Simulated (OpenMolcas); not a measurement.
Ag3+: moving or changing the point charges

Ag3+ among 4 point charges of -2.5 e arranged as a tetrahedron (Td), 2.03 Å from the ion.
```
   1.1720    1.1720    1.1720  -2.50
   1.1720   -1.1720   -1.1720  -2.50
  -1.1720    1.1720   -1.1720  -2.50
  -1.1720   -1.1720    1.1720  -2.50
```

```json
{"Program": "OpenMolcas 26.06", "Method": "CASSCF", "Basis": "ANO-RCC-VDZP [6s5p3d1f]", "Scalar Hamiltonian": "DKH2, point nucleus", "Active space": "8 electrons in 5 orbitals (4d)", "State averaging": "2S+1 = 3 even, 10 roots; 2S+1 = 1 even, 15 roots", "Spin-orbit coupling": "state interaction with AMFI integrals over the reference wave functions"}
```

Runs around this geometry, states (labels of Td). Energies in cm-1 above the lowest state or level, χT in cm3 K/mol; under a threefold ground state the first gap can be a small split of the lowest multiplet, not the spin-orbit step; 10Dq and B are least-squares fits to the states below 45000 cm-1, weighted by degeneracy, with a free offset, and given where the rms deviation is under 5 % of |10Dq| (or 100 cm-1) and under 700 cm-1; 10Dq is negative for this site.

```tsv
R (Å)	q (e)	Ground state	First state of that spin	10Dq	B (rms of fit)	First gap with spin-orbit (degeneracies)	χT at 300 K	First state of another spin
2.03	-2	3T1	3T2 1980	-2359	1016 (32)	547.8 (1, 3)	2.546	1T2 14040
1.84	-2.5	3T1	3T2 3327	-3924	1003 (84)	748.7 (1, 3)	2.003	1T2 14326
2.03	-2.5	3T1	3T2 2320	-2754	1013 (43)	608.4 (1, 3)	2.372	1T2 14125
2.14	-2.5	3T1	3T2 1881	-2243	1016 (32)	527.6 (1, 3)	2.603	1T2 14007
```

Taking |10Dq| as R^-n, n = -ln(2243 / 3924) / ln(2.14 / 1.84) = 3.7 between the shortest and longest distance. The point-charge formula for a cubic d site gives n = 5.

Scaling the charges by -2 / -2.5 = 0.80 scales |10Dq| by 2359 / 2754 = 0.86; with fixed orbitals a first-order splitting would follow the charge.

An orbital triplet at a regular site is open to Jahn-Teller coupling, which can distort the site and quench the lowest spin-orbit gaps and is left out. Without dynamic correlation the repulsion within the d shell is too large (B by tens of per cent), so at a given field states of lower spin stand too high. Real 4d8 and 5d8 ions are as a rule square planar and diamagnetic. The ground term spreads over less than 5000 cm-1, several times less than with real ligands, so orbital moments are less quenched and χT lies further from the spin-only value than at real sites (holds for R = 2.03, q = -2; R = 2.14, q = -2.5). This is an electrostatic model: the charges have no orbitals. No measured value stands beside these numbers.
